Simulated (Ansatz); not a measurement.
# Appearance energy of a fragment ion: C3H10Si → [C3H7]+ + SiH3 + e⁻

Species: C3H10Si `CC(C)[SiH3]`, singlet; [C3H7]+ `C[CH+]C`, singlet; SiH3 (silyl radical) `[SiH3]`, doublet. 

Shapes, held fixed at every level: PBE0-D4/def2-TZVP. Programs: Ansatz 0.2.0. Electronic energies: no zero-point or thermal term.

**Question.** Estimate ΔE of this reaction.

**Answer.** The highest level, CCSD(T)/CBS estimate, gives ΔE = +11.18 eV; the levels span +9.40 to +11.18. The column of differences is taken from that level and isn't an error. No measured value is set beside it here. Open shells run unrestricted unless RO is named. The CBS estimate extrapolates MP2 from def2-TZVPP and def2-QZVPP and adds CCSD(T) − MP2 in the triple-zeta set, cores frozen. The onset seen in experiment also holds zero-point changes and kinetic shifts.

| level | kind | ΔE (eV) | less CCSD(T)/CBS estimate |
| --- | --- | --- | --- |
| HF/def2-TZVPP | Hartree–Fock | +9.40 | -1.78 |
| PBE-D4/def2-TZVPP | GGA | +10.75 | -0.43 |
| r2SCAN-D4/def2-TZVPP | meta-GGA | +10.72 | -0.46 |
| BHLYP-D4/def2-TZVPP | global hybrid | +10.81 | -0.37 |
| B2PLYP/def2-TZVPP | double hybrid | +10.78 | -0.40 |
| MP2/def2-TZVPP | perturbation theory | +11.17 | -0.01 |
| CCSD(T)/CBS estimate | coupled cluster or CI | +11.18 | 0.00 |
